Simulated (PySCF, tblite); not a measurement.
Species: C5H7ClO3Si.
Z-matrix (Å and degrees, GFN2-xTB geometry), rows numbered from 1:
```
C 
O   1  1.4104
C   2  1.3614  1  116.53
C   3  1.3331  2  118.31  1   176.10
Cl  4  1.7243  3  120.00  2   176.89
C   4  1.4857  3  121.16  2    -4.24
O   6  1.4499  4  109.79  3   -61.69
C   7  1.3492  6  104.11  4   112.00
O   8  1.1950  7  125.16  6  -174.63
Si  8  1.9373  7   94.89  6     6.74
H   1  1.0880  2  106.07  3  -179.31
H   1  1.0948  2  111.18  3    61.44
H   1  1.0936  2  111.03  3   -60.66
H   3  1.0810  2  118.12  1    -4.53
H   6  1.0909  4  110.59  3   178.49
H  10  1.4507  6  121.73  4    12.79
H  10  1.4649  6  108.73  4   144.64
```

Level of theory: PBE0/pcSseg-1 in PySCF (dipole) on a GFN2-xTB geometry, gas phase.

Masses are those of the commonest isotopes; rigid-rotor values at the optimised geometry. The values belong to one conformer with, in the numbering `[CH3:1][O:2]/[CH:3]=[C:4](/[Cl:5])[C@H:6]1[O:7][C:8](=[O:9])[SiH2:10]1`, C1–O2–C3–C4 176°, C3–C4–C6–O7 -62°.

**Question.** What are A, B and C (GHz)?

**Answer.** Ia = 374.43, Ib = 668.39, Ic = 837.76 u·Å²; 505379 MHz·u·Å²/I gives 1350, 756.1 and 603.3 MHz, that is A = 1.3497, B = 0.7561, C = 0.6033 GHz.

**Question.** Classify the top.

**Answer.** An asymmetric top; Ray's κ = -0.590.

**Question.** Is it planar, by Δ = Ic − Ia − Ib?

**Answer.** Not planar: Δ = Ic − Ia − Ib = -205.06 u·Å². For a rigid frame Δ = −2 Σ m c², so Σ m c² = 102.53 u·Å² lies off the ab plane: 11.10 from hydrogen and 91.43 from heavier atoms. The atom farthest from that plane is 2.30 Å away.

**Question.** Give the coordinates in the principal-axis frame, origin at the centre of mass.

**Answer.** The sense of each axis is arbitrary; atoms in the order of the calculation.
| atom | mass (u) | a (Å) | b (Å) | c (Å) |
| --- | --- | --- | --- | --- |
| C1 | 12.000 | 0.813 | 2.914 | 0.005 |
| O2 | 15.995 | 0.439 | 1.560 | 0.133 |
| C3 | 12.000 | -0.879 | 1.273 | -0.052 |
| C4 | 12.000 | -1.259 | -0.004 | -0.017 |
| Cl5 | 34.969 | -2.928 | -0.412 | -0.165 |
| C6 | 12.000 | -0.264 | -1.098 | 0.125 |
| O7 | 15.995 | 0.643 | -1.086 | -1.007 |
| C8 | 12.000 | 1.827 | -0.718 | -0.475 |
| O9 | 15.995 | 2.823 | -0.501 | -1.098 |
| Si10 | 27.977 | 1.209 | -0.776 | 1.360 |
| H11 | 1.008 | 1.888 | 2.947 | 0.171 |
| H12 | 1.008 | 0.304 | 3.537 | 0.748 |
| H13 | 1.008 | 0.591 | 3.289 | -0.998 |
| H14 | 1.008 | -1.562 | 2.096 | -0.209 |
| H15 | 1.008 | -0.762 | -2.068 | 0.161 |
| H16 | 1.008 | 1.190 | 0.331 | 2.298 |
| H17 | 1.008 | 1.554 | -2.037 | 2.020 |

**Question.** List the rotational levels J(Ka,Kc) to J = 2 (MHz).

**Answer.** Above 0(0,0):
J = 1: 1(0,1) 1359, 1(1,1) 1953, 1(1,0) 2106
J = 2: 2(0,2) 4052, 2(1,2) 4519, 2(1,1) 4977, 2(2,1) 6758, 2(2,0) 6784

**Question.** Predict some low-J microwave lines.

**Answer.** The dipole components are |μa| = 1.26 D, |μb| = 2.99 D, |μc| = 3.20 D. The squared components, which scale the intensities, stand as 0.15 : 0.87 : 1.00 (a : b : c). Some lines, for components of 0.1 D or more:

| type | branch | J(Ka,Kc) | MHz | lower level (cm⁻¹) |
| --- | --- | --- | --- | --- |
| c | Q | 3(1,3) ← 3(0,3) | 321 | 0.268 |
| a | Q | 4(2,2) ← 4(2,3) | 349 | 0.542 |
| a | Q | 2(1,1) ← 2(1,2) | 459 | 0.151 |
| b | Q | 2(1,1) ← 2(0,2) | 925 | 0.135 |
| b | Q | 3(1,2) ← 3(0,3) | 1236 | 0.268 |
| c | Q | 4(2,3) ← 4(1,3) | 1304 | 0.499 |
| c | Q | 3(2,2) ← 3(1,2) | 1569 | 0.309 |
| b | Q | 4(1,3) ← 4(0,4) | 1704 | 0.442 |
| b | Q | 2(2,0) ← 2(1,1) | 1807 | 0.166 |
| b | Q | 3(2,2) ← 3(1,3) | 2484 | 0.279 |
| b | R | 3(1,2) ← 2(2,1) | 2509 | 0.225 |
| a | R | 2(0,2) ← 1(0,1) | 2693 | 0.045 |
| b | Q | 4(3,2) ← 4(2,3) | 3430 | 0.542 |
| b | R | 3(0,3) ← 2(1,2) | 3512 | 0.151 |
| a | R | 3(1,2) ← 2(1,1) | 4290 | 0.166 |
| b | Q | 4(4,0) ← 4(3,1) | 4632 | 0.657 |
| a | R | 4(0,4) ← 3(0,3) | 5214 | 0.268 |
| a | R | 4(3,1) ← 3(3,0) | 5498 | 0.474 |
| a | R | 4(2,2) ← 3(2,1) | 5641 | 0.366 |
| a | R | 4(1,3) ← 3(1,2) | 5682 | 0.309 |
| b | R | 3(2,2) ← 2(1,1) | 5859 | 0.166 |
| b | R | 3(2,1) ← 2(1,2) | 6442 | 0.151 |
| c | R | 4(2,2) ← 3(1,2) | 7335 | 0.309 |
| c | R | 3(3,1) ← 2(2,1) | 7443 | 0.225 |
| b | R | 4(3,2) ← 3(2,1) | 8722 | 0.366 |
| c | R | 4(3,1) ← 3(2,1) | 8741 | 0.366 |
| b | R | 4(4,1) ← 3(3,0) | 10130 | 0.474 |

**Question.** Estimate the classical rotational partition function at 25 K, 100 K and 200 K.

**Answer.** Point group C1, symmetry number σ = 1; q = (√π/σ)·√((kT/h)³/(ABC)), k/h = 20836.6 MHz/K: 26900 at 25 K, 215000 at 100 K, 608000 at 200 K.

Its GFN2-xTB frequencies are all real (lowest 24 cm⁻¹). These are rigid-rotor constants of the computed structure; measured ground-state constants (B0) also hold zero-point vibration. A rigid rotor knows nothing of internal rotation, which can split or shift real lines. Quadrupole hyperfine structure (35Cl) is left out.
